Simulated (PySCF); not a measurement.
# Two-component Hartree-Fock for P³⁺ (phosphorus, charge +3)

Start: [Ne] 3s1 3p1; 3s1/2 filled at m_j = +1/2; 3p3/2 filled at m_j = +3/2. Calculated with PySCF 2.14 in x2c-SVPall-2c with one added diffuse shell each of s, p type (5s5p1d, 25 functions): generalised Hartree-Fock with the X2C-1e Hamiltonian and a Gaussian nucleus; one run each with spin-orbit coupling (SO) switched off, then screened by Boettger's factors. This is a chosen level, not necessarily the ground level.

```
spinor shell  electrons  ε, spin-free (eV)  ε, screened SO (eV)  weight of nominal j (screened SO)  rms radius, screened SO (bohr)
       1s1/2          2            -2222.1              -2222.1                              1.000                           0.120
       2s1/2          2            -244.78              -244.79                              1.000                           0.560
       2p3/2          4            -186.73              -186.44                              0.939                           0.537
       2p1/2          2            -186.73              -187.34                              0.879                           0.537
       3s1/2          1            -53.524              -53.527                              0.999                            1.80
       3p3/2          1            -42.689              -42.657                              1.000                            1.98
```

```
   quantity   spin-free  screened SO
E (hartree)  -338.98738   -338.98643
        M_J           2            2
       ⟨J²⟩       6.004        6.004
       ⟨L²⟩       2.004        2.004
       ⟨S²⟩       2.000        2.000
```

Each row is a mean over spinors that exchange with the open shell spreads, by up to 1.893 eV (2p3/2).

Rows whose weight is well below 1 are mixtures of j = l ± 1/2: exchange outweighs spin-orbit coupling there, and the label is only the starting occupation.

Without spin-orbit coupling the j labels of p, d and f shells carry no meaning; the spin-free column gives the mean over the occupied spinors of each nl shell.
